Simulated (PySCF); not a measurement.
## Nb¹⁶⁺: ionisation energy

Nb¹⁶⁺ [Ar] 3d7 [3d3/2^4 3d5/2^3, M_J = 9/2] → Nb¹⁷⁺ [Ar] 3d6 [3d3/2^4 3d5/2^2, M_J = 4], as a difference of total energies. All numbers are calculated (PySCF 2.14, the two-component X2C-1e Hamiltonian, in an uncontracted even-tempered set (17 s from 1.5 bohr⁻², ratio 2.8; 12 p from 1.9 bohr⁻², ratio 2.8; 8 d from 1.9 bohr⁻², ratio 2.8; 4 f from 8.7 bohr⁻², ratio 3)). Correlated levels: [Ne] frozen; the 76 highest virtual spinors dropped. "Screened" scales the spin-orbit matrix elements by Boettger's factors to mimic the two-electron term; Breit and QED terms are absent.

```csv
method,ionisation energy (eV)
GHF (spin-free),636.26
GMP2 (spin-free),637.44
```

Question: How much does correlation contribute at GMP2 (spin-free)?

Answer: 637.44 − (636.26) = 1.18 eV, measured against GHF (spin-free).

Breit and QED terms and the two-electron picture change are absent.

The spin-free rows relax to the high-spin LS determinant and lack the spin-orbit shift.

The labels give the starting determinants; with spin-orbit coupling the two ends relaxed to ⟨J²⟩ = 24.75, ⟨L²⟩ = 12.56, ⟨S²⟩ = 3.55.

For comparison: 636 ± 3 eV (theoretical estimate listed by NIST; NIST Atomic Spectra Database, ionization energies).
